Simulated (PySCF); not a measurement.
F$_{5}$Mo, charge +1, singlet, at a GFN2-xTB geometry (such geometries of metal compounds can be far from the true shape) (the multiplicity is a formal guess) (all electrons, no relativity); BLYP/3-21G in PySCF.

Input for PySCF:
```python
from pyscf import gto, scf, dft

mol = gto.M(
    atom='''
Mo   -0.00000000    0.00000000    0.00000000
F     1.13923211   -0.67479094    1.06124415
F    -1.13923211    0.67479094   -1.06124415
F     0.19696813    1.53441364    0.76421247
F     0.99576562   -0.42956028   -1.34207718
F    -1.19273375   -1.10485336    0.57786471
''',
    basis='3-21g',
    charge=1,
    verbose=4,
)

mf = dft.RKS(mol)
mf.xc = 'blyp'
mf.DIIS = scf.EDIIS
mf.kernel()
```

**Question.** What does PySCF print? Leave out banner, timings and long lists.

**Answer.** 
```
PySCF version 2.14.0

[INPUT] verbose = 4
[INPUT] num. atoms = 6
[INPUT] num. electrons = 86
[INPUT] charge = 1
[INPUT] spin (= nelec alpha-beta = 2S) = 0
[INPUT] symmetry False subgroup None
[INPUT] Mole.unit = angstrom
[INPUT] Symbol           X                Y                Z      unit          X                Y                Z       unit  Magmom
[...]
nuclear repulsion = 745.468810935502
number of shells = 39
number of NR pGTOs = 156
number of NR cGTOs = 81
basis = 3-21g
ecp = {}

******** <class 'pyscf.dft.rks.RKS'> ********
method = RKS
initial guess = minao
damping factor = 0
level_shift factor = 0
DIIS = <class 'pyscf.scf.diis.EDIIS'>
diis_start_cycle = 1
diis_space = 8
diis_damp = 0
SCF conv_tol = 1e-09
SCF conv_tol_grad = None
SCF max_cycles = 50
direct_scf = True
direct_scf_tol = 1e-13
XC library pyscf.dft.libxc version 7.1.2
    S. Lehtola, C. Steigemann, M. J. T. Oliveira, and M. A. L. Marques,  SoftwareX 7, 1–5 (2018)
XC functionals = blyp
    A. D. Becke,  Phys. Rev. A 38, 3098 (1988)
    C. Lee, W. Yang, and R. G. Parr,  Phys. Rev. B 37, 785 (1988)
    B. Miehlich, A. Savin, H. Stoll, and H. Preuss,  Chem. Phys. Lett. 157, 200 (1989)
radial grids:
    Treutler-Ahlrichs [JCP 102, 346 (1995); DOI:10.1063/1.469408] (M4) radial grids

becke partition: Becke, JCP 88, 2547 (1988); DOI:10.1063/1.454033
pruning grids: <function nwchem_prune>
grids dens level: 3
symmetrized grids: False
atomic radii adjust function: <function treutler_atomic_radii_adjust>
small_rho_cutoff = 0
Set gradient conv threshold to 3.16228e-05
Initial guess from minao.
tot grids = 93752
init E= -4450.02408980349
[...]
cycle= 1 E= -4453.65937818718  delta_E= -3.64  |g|= 2.23  |ddm|= 2.94
[...]
cycle= 2 E= -4441.34883659645  delta_E= 12.3  |g|= 6.87  |ddm|= 6.46
[...]
cycle= 3 E= -4452.55051108899  delta_E= -11.2  |g|=  3.4  |ddm|= 6.82
[...]
cycle= 4 E= -4453.1166882564  delta_E= -0.566  |g|=  2.8  |ddm|= 0.34
[...]
cycle= 5 E= -4453.11668825237  delta_E= 4.03e-09  |g|=  2.8  |ddm|= 2.79e-09
[...]
cycle= 6 E= -4453.11668827833  delta_E= -2.6e-08  |g|=  2.8  |ddm|= 1.79e-08
[...]
cycle= 7 E= -4453.10587254816  delta_E= 0.0108  |g|=  2.9  |ddm|= 0.131
[...]
cycle= 8 E= -4453.11668819529  delta_E= -0.0108  |g|=  2.8  |ddm|= 0.131
[...]
cycle= 9 E= -4453.11668907405  delta_E= -8.79e-07  |g|=  2.8  |ddm|= 6.06e-07
[...]
cycle= 10 E= -4453.11668825169  delta_E= 8.22e-07  |g|=  2.8  |ddm|= 5.67e-07
[...]
cycle= 11 E= -4438.73995297947  delta_E= 14.4  |g|= 7.45  |ddm|= 7.28
[...]
[...]
cycle= 22 E= -4452.42606563691  delta_E= -0.0171  |g|= 3.46  |ddm|= 0.734
[...]
cycle= 23 E= -4452.54147448908  delta_E= -0.115  |g|=  3.4  |ddm|= 0.301
[...]
cycle= 24 E= -4452.54147449608  delta_E= -7e-09  |g|=  3.4  |ddm|= 2.45e-08
[...]
cycle= 25 E= -4452.541474486  delta_E= 1.01e-08  |g|=  3.4  |ddm|= 5.33e-08
[...]
cycle= 26 E= -4452.54147449628  delta_E= -1.03e-08  |g|=  3.4  |ddm|= 4.99e-08
[...]
cycle= 27 E= -4452.5414745041  delta_E= -7.82e-09  |g|=  3.4  |ddm|= 7.91e-09
[...]
cycle= 28 E= -4452.54147449841  delta_E= 5.7e-09  |g|=  3.4  |ddm|= 6.58e-09
[...]
cycle= 29 E= -4431.06839721552  delta_E= 21.5  |g|= 8.19  |ddm|= 9.26
[...]
cycle= 30 E= -4451.15369018977  delta_E= -20.1  |g|=  4.6  |ddm|= 9.44
[...]
cycle= 31 E= -4451.49194968573  delta_E= -0.338  |g|= 4.21  |ddm|= 2.47
[...]
cycle= 32 E= -4452.16622393773  delta_E= -0.674  |g|= 3.75  |ddm|= 0.773
[...]
cycle= 33 E= -4452.16622385664  delta_E= 8.11e-08  |g|= 3.75  |ddm|= 2.24e-07
[...]
cycle= 34 E= -4452.16622496227  delta_E= -1.11e-06  |g|= 3.75  |ddm|= 2.34e-06
[...]
cycle= 35 E= -4452.16622397445  delta_E= 9.88e-07  |g|= 3.75  |ddm|= 2.11e-06
[...]
cycle= 36 E= -4452.16622380483  delta_E= 1.7e-07  |g|= 3.75  |ddm|= 1.08e-07
[...]
cycle= 37 E= -4452.16622395595  delta_E= -1.51e-07  |g|= 3.75  |ddm|= 9.33e-08
[...]
cycle= 38 E= -4427.55381154013  delta_E= 24.6  |g|= 8.63  |ddm|= 10.8
[...]
cycle= 39 E= -4444.67221557699  delta_E= -17.1  |g|= 6.49  |ddm|= 11.7
[...]
cycle= 40 E= -4449.41335926262  delta_E= -4.74  |g|= 5.67  |ddm|= 5.36
[...]
cycle= 41 E= -4451.35070446683  delta_E= -1.94  |g|= 4.33  |ddm|= 0.906
[...]
cycle= 42 E= -4451.35070445198  delta_E= 1.49e-08  |g|= 4.33  |ddm|= 1.1e-08
[...]
cycle= 43 E= -4451.35070446755  delta_E= -1.56e-08  |g|= 4.33  |ddm|= 1.13e-08
[...]
cycle= 44 E= -4451.35070447158  delta_E= -4.02e-09  |g|= 4.33  |ddm|= 6.75e-09
[...]
cycle= 45 E= -4451.35070446982  delta_E= 1.75e-09  |g|= 4.33  |ddm|= 6.33e-09
[...]
cycle= 46 E= -4451.35070446992  delta_E= -9.28e-11  |g|= 4.33  |ddm|= 4.38e-11
[...]
cycle= 47 E= -4423.79501567221  delta_E= 27.6  |g|= 8.97  |ddm|= 11.9

WARN: HOMO -0.120787520375625 == LUMO -0.120692738928355

cycle= 48 E= -4433.050444073  delta_E= -9.26  |g|= 7.28  |ddm|= 13.2
[...]
cycle= 49 E= -4448.89321213649  delta_E= -15.8  |g|= 5.94  |ddm|= 7.12
[...]
cycle= 50 E= -4450.18547925588  delta_E= -1.29  |g|= 5.09  |ddm|= 0.556
SCF not converged.
SCF energy = -4450.18547925588
```

Convergence was not reached.
